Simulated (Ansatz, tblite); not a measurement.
Cost and result up the ladder for CuPd₂ (the lowest doublet isomer of a short search) (3 atoms). The state is a doublet with charge 0. Geometry: PBE-D4/def2-TZVP.

```xyz
3

Pd    1.173    0.726   -0.408
Pd   -0.952   -0.513   -0.949
Cu   -0.221   -0.213    1.357
```

Ansatz on 2 threads of Arm Neoverse V1 on a shared host; xTB runs through tblite on one thread. Times are rough, summed over both states, and most runs start from the orbitals of an earlier one. PBE0-D4/def2-TZVP serves as the yardstick here, not as an exact answer. The other state is a triplet.

In the def2 sets Pd takes a core potential; there is no spin–orbit coupling. The xTB rows come from tblite. HOMO above LUMO, or a gap near zero within one spin, warns that the state may not be the lowest or that an electron is smeared out. The structure comes from a short search, and lower isomers may exist.

Raw xTB energies of ions are shifted by several eV, and xTB has no spin-polarisation term.

```csv
level,functions,wall time,vertical IE (eV),difference from PBE0-D4/def2-TZVP (eV),remarks
GFN2-xTB,27,0.006 s,11.60,4.29,–
GFN1-xTB,27,0.008 s,13.04,5.73,–
PBE0-D4/def2-TZVP,125,40 s,7.32,0.00,–
PBE-D4/def2-TZVP,125,40 s,7.62,0.31,gap within one spin near zero (+1 triplet)
r2SCAN-D4/def2-TZVP,125,67 s,7.51,0.19,gap within one spin near zero (+1 triplet)
```
